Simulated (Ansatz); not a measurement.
Pb2O5H6⁺, a hydroxylated oxide cluster. Total charge 1; doublet. Geometry r2SCAN-D4/def2-SVP, that of the neutral singlet; atoms count from 1.

Cartesian coordinates in Å:
```
Pb -1.6920 0.4355 -0.0766
Pb 1.5576 0.2191 0.7777
O 2.1940 0.2543 -1.8049
O 0.5128 1.7951 -0.4429
O -0.4816 0.5187 1.8593
O 0.1363 -0.9556 -0.5709
O -1.9124 -1.5466 0.9380
H 1.6314 1.0585 -1.7326
H 1.5104 -0.4415 -1.8742
H 0.4911 2.6853 -0.0617
H -0.8442 -0.3279 2.1957
H -0.3518 -1.6714 -0.0934
H -2.7517 -2.0234 0.8864
```

In the def2 sets Pb takes a core potential; there is no spin–orbit coupling.

**Question.** Estimate the Mulliken populations from the PBE0/def2-TZVP orbitals of Ansatz.

**Answer.** 
| atom | charge (e) | spin (α − β) |
| --- | --- | --- |
| Pb1 | 1.08 | 0.15 |
| Pb2 | 1.03 | 0.06 |
| O3 | -0.57 | 0.01 |
| O4 | -0.71 | 0.24 |
| O5 | -0.64 | 0.13 |
| O6 | -0.71 | 0.07 |
| O7 | -0.66 | 0.37 |
| H8 | 0.36 | 0.00 |
| H9 | 0.37 | 0.00 |
| H10 | 0.36 | -0.01 |
| H11 | 0.36 | 0.00 |
| H12 | 0.37 | 0.00 |
| H13 | 0.36 | -0.01 |
Mulliken values depend strongly on the basis.

**Question.** Where does the spin sit?

**Answer.** Summed by element: Pb 0.21, O 0.82, H -0.02, of 1 unpaired in all. Largest on single atoms: O7 0.37, O4 0.24, Pb1 0.15.

**Question.** And the Mayer bond orders between heavy atoms (over 0.3)?

**Answer.** Pb1–O5 0.56 (2.28 Å); Pb1–O6 0.47 (2.35 Å); Pb1–O7 0.60 (2.24 Å); Pb2–O4 0.48 (2.25 Å); Pb2–O5 0.41 (2.33 Å); Pb2–O6 0.47 (2.28 Å).
